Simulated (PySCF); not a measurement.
Cl2La, charge +1, singlet, at a GFN2-xTB geometry (such geometries of metal compounds can be far from the true shape) (the multiplicity is a formal guess) (core potentials on La); PBE0/def2-SV(P) (PySCF).

PySCF was given this input:
```python
from pyscf import gto, scf, dft

mol = gto.Mole()
mol.atom = '''
    La    0.440856   -0.032888    0.547194
    Cl    0.614549    0.327651   -1.991551
    Cl   -2.092713   -0.217379    0.156842
'''
mol.basis = 'def2-sv(p)'
mol.ecp = {'La': 'def2-sv(p)'}
mol.charge = 1
mol.spin = 0
mol.verbose = 4
mol.build()

mf = dft.RKS(mol)
mf.xc = 'pbe0'
mf.kernel()
mf.analyze()
```

The log (banner, timings and long lists left out):

```
PySCF version 2.14.0

[INPUT] verbose = 4
[INPUT] num. atoms = 3
[INPUT] num. electrons = 44
[INPUT] charge = 1
[INPUT] spin (= nelec alpha-beta = 2S) = 0
[INPUT] symmetry False subgroup None
[INPUT] Mole.unit = angstrom
[INPUT] Symbol           X                Y                Z      unit          X                Y                Z       unit  Magmom
[INPUT]  1 La     0.440856000000  -0.032888000000   0.547194000000 AA    0.833097100371  -0.062149312785   1.034046797005 Bohr   0.0
[INPUT]  2 Cl     0.614549000000   0.327651000000  -1.991551000000 AA    1.161329300125   0.619170654440  -3.763485953104 Bohr   0.0
[INPUT]  3 Cl    -2.092713000000  -0.217379000000   0.156842000000 AA   -3.954654427317  -0.410786775232   0.296388424829 Bohr   0.0

nuclear repulsion = 120.71518858485
number of shells = 27
number of NR pGTOs = 122
number of NR cGTOs = 61
basis = def2-sv(p)
ecp = {'La': 'def2-sv(p)'}

******** <class 'pyscf.dft.rks.RKS'> ********
method = RKS
initial guess = minao
damping factor = 0
level_shift factor = 0
DIIS = <class 'pyscf.scf.diis.CDIIS'>
diis_start_cycle = 1
diis_space = 8
diis_damp = 0
SCF conv_tol = 1e-09
SCF conv_tol_grad = None
SCF max_cycles = 50
direct_scf = True
direct_scf_tol = 1e-13
XC library pyscf.dft.libxc version 7.1.2
    S. Lehtola, C. Steigemann, M. J. T. Oliveira, and M. A. L. Marques,  SoftwareX 7, 1–5 (2018)
XC functionals = pbe0
    C. Adamo and V. Barone,  J. Chem. Phys. 110, 6158 (1999)
    M. Ernzerhof and G. E. Scuseria,  J. Chem. Phys. 110, 5029 (1999)
radial grids:
    Treutler-Ahlrichs [JCP 102, 346 (1995); DOI:10.1063/1.469408] (M4) radial grids

becke partition: Becke, JCP 88, 2547 (1988); DOI:10.1063/1.454033
pruning grids: <function nwchem_prune>
grids dens level: 3
symmetrized grids: False
atomic radii adjust function: <function treutler_atomic_radii_adjust>
small_rho_cutoff = 0
Set gradient conv threshold to 3.16228e-05
Initial guess from minao.
tot grids = 62464
init E= -948.343584879034
  HOMO = -0.543537085663925  LUMO = -0.377313242582256  gap/eV = 4.52318
cycle= 1 E= -951.242299723382  delta_E= -2.9  |g|= 0.384  |ddm|= 10.2
  HOMO = -0.42947712285814  LUMO = -0.256485808780726  gap/eV = 4.70733
cycle= 2 E= -951.270880750786  delta_E= -0.0286  |g|= 0.24  |ddm|= 1.25
  HOMO = -0.469163152192495  LUMO = -0.285306849567909  gap/eV = 5.00298
cycle= 3 E= -951.286576262681  delta_E= -0.0157  |g|= 0.0235  |ddm|= 0.337
  HOMO = -0.471053537329672  LUMO = -0.285843329148246  gap/eV = 5.03983
cycle= 4 E= -951.286710075001  delta_E= -0.000134  |g|= 0.00814  |ddm|= 0.0365
  HOMO = -0.469811562620536  LUMO = -0.286257994189424  gap/eV = 4.99475
cycle= 5 E= -951.286718877126  delta_E= -8.8e-06  |g|= 0.00519  |ddm|= 0.0157
  HOMO = -0.470296565459302  LUMO = -0.285678944574641  gap/eV = 5.02370
cycle= 6 E= -951.286729292628  delta_E= -1.04e-05  |g|= 0.000649  |ddm|= 0.00922
  HOMO = -0.470235449159766  LUMO = -0.285711303429455  gap/eV = 5.02116
cycle= 7 E= -951.286729467442  delta_E= -1.75e-07  |g|= 0.000102  |ddm|= 0.000939
  HOMO = -0.4702278159656  LUMO = -0.285717384323003  gap/eV = 5.02078
cycle= 8 E= -951.286729472209  delta_E= -4.77e-09  |g|= 1.77e-05  |ddm|= 0.000226
  HOMO = -0.470228932098496  LUMO = -0.2857157276318  gap/eV = 5.02086
cycle= 9 E= -951.286729472434  delta_E= -2.25e-10  |g|= 2.69e-06  |ddm|= 7.03e-05
  HOMO = -0.470228920810161  LUMO = -0.285715684722922  gap/eV = 5.02086
Extra cycle  E= -951.28672947243  delta_E= 4.55e-12  |g|= 1.49e-06  |ddm|= 6.79e-06
converged SCF energy = -951.28672947243
**** SCF Summaries ****
Total Energy =                        -951.286729472429670
Nuclear Repulsion Energy =             120.715188584849770
One-electron Energy =                -1556.555160876107266
Two-electron Energy =                  484.553242818827698
Two-electron Coulomb Energy =          544.845502052637471
DFT Exchange-Correlation Energy =      -60.292259233809759
HOMO-LUMO gap [eV] =                     5.020860892969274
**** MO energy ****
MO #1   energy= -101.826946865454  occ= 2
MO #2   energy= -101.826942411749  occ= 2
MO #3   energy= -9.67729585083645  occ= 2
MO #4   energy= -9.67728788907482  occ= 2
MO #5   energy= -7.41371308127897  occ= 2
MO #6   energy= -7.41371025873677  occ= 2
MO #7   energy= -7.41185406384722  occ= 2
MO #8   energy= -7.41184821978534  occ= 2
MO #9   energy= -7.41075372875009  occ= 2
MO #10  energy= -7.41074929681538  occ= 2
MO #11  energy= -1.80203565894299  occ= 2
MO #12  energy= -1.14137885661545  occ= 2
MO #13  energy= -1.13888802392488  occ= 2
MO #14  energy= -1.13496685690062  occ= 2
MO #15  energy= -0.954147711961297 occ= 2
MO #16  energy= -0.953932089675196 occ= 2
MO #17  energy= -0.523162262512492 occ= 2
MO #18  energy= -0.51478405419133  occ= 2
MO #19  energy= -0.509371650101726 occ= 2
MO #20  energy= -0.498875904131136 occ= 2
MO #21  energy= -0.492365858871102 occ= 2
MO #22  energy= -0.470228920810161 occ= 2
MO #23  energy= -0.285715684722922 occ= 0
MO #24  energy= -0.270562057175005 occ= 0
MO #25  energy= -0.267390551419407 occ= 0
MO #26  energy= -0.25285299343773  occ= 0
MO #27  energy= -0.225769312858902 occ= 0
MO #28  energy= -0.217109288556111 occ= 0
MO #29  energy= -0.14580628902403  occ= 0
MO #30  energy= -0.106618911028757 occ= 0

WARN: Weak orthogonality for localized orbitals 2.536548855788958e-09

WARN: System has nonzero charge 1; the dipole moment is origin-dependent.
Location of origin: [0. 0. 0.]

Dipole moment(X, Y, Z, Debye):  5.87910, -0.43858,  7.29727
```
